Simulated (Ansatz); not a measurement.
System: WH$_{5}$ (charge 0, doublet). The spin state was set by rule; other spins were not relaxed. 
Structure (B3LYP-D3(BJ)/def2-TZVP (Ansatz, a quantum-chemistry and plane-wave program) minimum search):
SMILES: [WH5]
```xyz
6

W      0.0172     0.0063     0.0035
H      0.7083     1.2936    -0.9053
H     -1.2802     0.7209     0.8246
H      0.9918    -0.6688     1.2505
H     -1.5306    -0.5626    -0.3108
H     -0.1612    -1.2507    -1.1173
```
Charge 0, spin multiplicity 2.

Dipole moments at this geometry, in debye (magnitudes).

| level | program | dipole (D) |
|---|---|---|
| r2SCAN/def2-TZVPD | Ansatz | 0.93 |
| BHLYP/def2-TZVPD | Ansatz | 0.91 |
| r2SCAN0/def2-TZVPD | Ansatz | 0.92 |
| LC-wPBE/def2-TZVPD | Ansatz | 0.91 |
| wB97X-V/def2-TZVPD | Ansatz | 0.91 |
| CCSD(T)/def2-SVPD | Ansatz | 0.89 |
